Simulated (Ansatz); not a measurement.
`C=[C]([AlH2])S` + `F/C=C\S` → `F/C=C/[S][AlH2]` + `C=CS`  (ligand exchange at the Al–C bond)

Isolated molecules relaxed with PBE0-D4/def2-TZVP in Ansatz; ΔE leaves out vibrations. CBS: MP2 limit from def2 TZ/QZ plus the TZ coupled-cluster correction, frozen cores. This one scheme is used for every species. Double bonds are as drawn, so ΔE can hold a change between cis and trans. Functionals use def2-TZVPP. B3LYP here is the variant with VWN-RPA as its local correlation; programs differ in this. One conformer a species, not always the lowest.

(1) Is it downhill or uphill in electronic energy at CCSD(T)/CBS, and by how much? (Best estimate.)

(2) What do these levels give: PBE0-D4, B3LYP-D4, ωB97X-V, r2SCAN, B3LYP, MP2/def2-TZVPP? (An estimate is asked.)

Largest T1 diagnostic among the species: 0.013.

## Answers

(1) The calculation gave: Downhill: ΔE = -20.7 kcal/mol.

(2) The calculation gave: PBE0-D4 -22.1, B3LYP-D4 -18.7, ωB97X-V -20.9, r2SCAN -22.2, B3LYP -18.7, MP2/def2-TZVPP -21.7 kcal/mol.

In def2-TZVPP, CCSD(T) changes the Hartree–Fock value by −1.8 kcal/mol (the triples alone add −0.5 kcal/mol) and MP2 by −3.0 kcal/mol. From PBE to PBE0 (25 % exact exchange), in def2-TZVPP and without D4, ΔE moves by −0.7 kcal/mol.
